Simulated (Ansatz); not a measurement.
Born–Oppenheimer molecular dynamics of C2H2 + H5NSi (11 atoms, charge 0, multiplicity 1). It starts from a relaxed structure.

These are results of Ansatz 0.2.0, UKS B3LYP/STO-3G, not measurements.

- ensemble: NVT, Langevin thermostat
- time step: 0.5 fs
- steps asked: 150
- set temperature: 1500 K
- friction: 0.001 /fs
- temperature schedule: 37 steps to 1500 K, then 113 steps to 10 K
- seed: 572146

First frame:

```xyz
11
Properties=species:S:1:pos:R:3
C -0.235 0.456 -2.586
C 0.667 -0.336 -2.543
H -1.047 1.170 -2.626
H 1.482 -1.048 -2.511
Si -0.088 0.447 1.926
N 0.150 -0.967 0.870
H -0.228 -0.029 3.282
H 1.076 1.292 1.808
H -1.258 1.250 1.612
H 0.189 -0.656 -0.136
H -0.706 -1.579 0.904
```

How far do the bonds stretch over the last three quarters of this one trajectory? (Pairs bonded in most of those frames.)


| bond | mean (Å) | spread (Å) | shortest | longest |
| --- | --- | --- | --- | --- |
| C1–C2 | 1.207 | 0.017 | 1.17 | 1.24 |
| C1–H3 | 1.093 | 0.054 | 1.00 | 1.18 |
| C2–H4 | 1.109 | 0.097 | 0.95 | 1.26 |
| Si5–N6 | 1.791 | 0.057 | 1.70 | 1.89 |
| Si5–H7 | 1.452 | 0.033 | 1.40 | 1.51 |
| Si5–H8 | 1.450 | 0.023 | 1.41 | 1.50 |
| Si5–H9 | 1.466 | 0.055 | 1.38 | 1.55 |
| N6–H10 | 1.048 | 0.028 | 1.00 | 1.11 |
| N6–H11 | 1.051 | 0.026 | 1.00 | 1.11 |

Mean temperature of the second half: 913 K. The schedule's set-point averaged 504 K over the second half and the system 913 K, so it lags behind the ramp. A run of 0.075 ps of so small a system gives no equilibrium averages. Limits of this set-up: minimal basis.

The run took 6.1 min on 1 thread of Arm Neoverse V1, on a shared host, peak memory 0.11 GiB.
